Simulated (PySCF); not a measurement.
# Continuum solvent and chemical shifts

Atoms are numbered as in `[CH2:1]=[N:2][c:3]1[cH:4][cH:5][c:6]([N:7]([CH3:8])[CH3:9])[cH:10][cH:11]1`. Each H is labelled by its parent atom. Ha(C1) is cis to C3; Hb(C1) is trans to C3.

GIAO PBE0/pcSseg-1 in PySCF 2.14 on one PBE0-D3(BJ)/def2-SVP conformer, non-relativistic, equivalent nuclei averaged. Solvents enter as an IEF-PCM continuum (chloroform with ε = 4.7, tetrahydrofuran with ε = 7.4) around the gas-phase geometry. Shifts are referred to TMS computed in the same medium.

In chloroform, δ in ppm: C1 153.4, C6 152.2, C3 144.1, C4/C11 128.7, C5/C10 114.7, C8/C9 41.7, Ha(C1) 7.74, H(C4)/H(C11) 7.35, Hb(C1) 7.25, H(C5)/H(C10) 6.61, H(C8)/H(C9) 3.04. Dipole moment 4.36 D.

(1) How does each δ change in the more polar medium?

(2) Which nuclei move most (in ppm), and what does the model miss?

## Answers

(1) 
| atoms | environment | Δδ, tetrahydrofuran |
| --- | --- | --- |
| C1 | C=N carbon | +0.9 |
| C6 | aromatic carbon bearing nitrogen | +0.2 |
| C3 | aromatic carbon bearing nitrogen | -0.1 |
| C4/C11 | aromatic CH | +0.1 |
| C5/C10 | aromatic CH | +0.2 |
| C8/C9 | methyl carbon bonded to N | +0.1 |
| Ha(C1) | hydrogen on a C=N carbon | +0.03 |
| H(C4)/H(C11) | hydrogen on an aromatic CH | +0.01 |
| Hb(C1) | hydrogen on a C=N carbon | +0.02 |
| H(C5)/H(C10) | hydrogen on an aromatic CH | +0.03 |
| H(C8)/H(C9) | hydrogen on a methyl carbon bonded to N | +0.01 |

Changes are relative to chloroform. The dipole moment becomes 4.50 D in tetrahydrofuran.

(2) C1 (C=N carbon, +0.9 ppm) in tetrahydrofuran. A continuum only polarises the solute; specific hydrogen bonds, the anisotropy of aromatic solvents and changes of geometry or conformer are outside it.
